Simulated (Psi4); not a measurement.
**NbCl5 (niobium pentachloride): methods side by side**

The species is NbCl5 (6 atoms), meant as a singlet with charge 0. As SMILES, `Cl[Nb](Cl)(Cl)(Cl)Cl`. The shape is that of a PBE0-D4/def2-TZVP optimisation.

Each level gives the HOMO–LUMO gap (eV). The values are calculated.

```tsv
level	kind	program	value (eV)	CPU time
M06-L/def2-TZVP (density fitting, core potential)	meta-GGA	Psi4	3.27	1.8 min
BHLYP/def2-TZVP (density fitting, core potential)	global hybrid	Psi4	6.86	42 s
M06-2X/def2-TZVP (density fitting, core potential)	hybrid meta-GGA	Psi4	6.97	2.2 min
TPSSh/def2-TZVP (density fitting, core potential)	hybrid meta-GGA	Psi4	3.81	4.5 min
HSE06/def2-TZVP (density fitting, core potential)	range-separated hybrid	Psi4	4.08	3.8 min
wB97M-V/def2-TZVP (density fitting, core potential)	range-separated hybrid	Psi4	9.00	2.9 min
wB97X-V/def2-TZVP (density fitting, core potential)	range-separated hybrid	Psi4	9.14	1.8 min
DSD-PBEP86/def2-TZVP (density fitting, core potential, density fitting for correlation)	double hybrid	Psi4	8.77	33 s
```

The values span 3.27 to 9.14 eV. Orbital gaps aren't excitation energies, and those of double hybrids come from the SCF part alone; they tend to grow with the share of exact exchange. CPU times are rough (shared hosts, several kinds of processor): they show what a rung costs within a factor of a few.
